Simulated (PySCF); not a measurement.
disilanylformaldehyde (CH6OSi2), SMILES O=C[SiH2][SiH3].

Geometry optimised at B3LYP-D3(BJ)/def2-SVP. Other conformers were not sampled.

Calculation: TDA-M06-2X/def2-SVPD (PySCF 2.14.0).

Vertical excitations. The molecule is in vacuum.

Computed UV-visible absorptions:
```tsv
state	energy (eV)	λ (nm)	f	main pairs
S1	3.00	413	0.004	HOMO→LUMO 87 %
S2	6.27	198	0.047	HOMO−1→LUMO 65 %, HOMO→LUMO+1 24 %
S3	6.46	192	0.158	HOMO→LUMO+1 54 %, HOMO−1→LUMO 21 %, HOMO→LUMO+3 9 %
S4	6.74	184	0.008	HOMO→LUMO+3 61 %, HOMO→LUMO+4 13 %, HOMO→LUMO+6 9 %
S5	7.18	173	0.043	HOMO→LUMO+4 47 %, HOMO→LUMO+5 15 %, HOMO→LUMO+3 9 %, HOMO→LUMO+2 7 %
S6	7.24	171	0.073	HOMO→LUMO+2 56 %, HOMO−1→LUMO+1 22 %
S7	7.43	167	0.021	HOMO−2→LUMO 48 %, HOMO−1→LUMO+3 15 %, HOMO→LUMO+5 10 %
S8	7.48	166	0.228	HOMO−1→LUMO+1 46 %, HOMO→LUMO+2 17 %, HOMO→LUMO+5 13 %
S9	7.55	164	0.059	HOMO→LUMO+5 42 %, HOMO−2→LUMO 20 %, HOMO→LUMO+4 16 %
S10	7.80	159	0.009	HOMO→LUMO+6 50 %, HOMO−1→LUMO+4 9 %
T1	2.45	507	0	HOMO→LUMO 87 %
T2	5.39	230	0	HOMO−1→LUMO 69 %, HOMO−5→LUMO 17 %
T3	5.94	209	0	HOMO→LUMO+1 74 %
T4	6.29	197	0	HOMO−5→LUMO 58 %, HOMO−1→LUMO 17 %
```
Triplets are in the Tamm–Dancoff approximation.
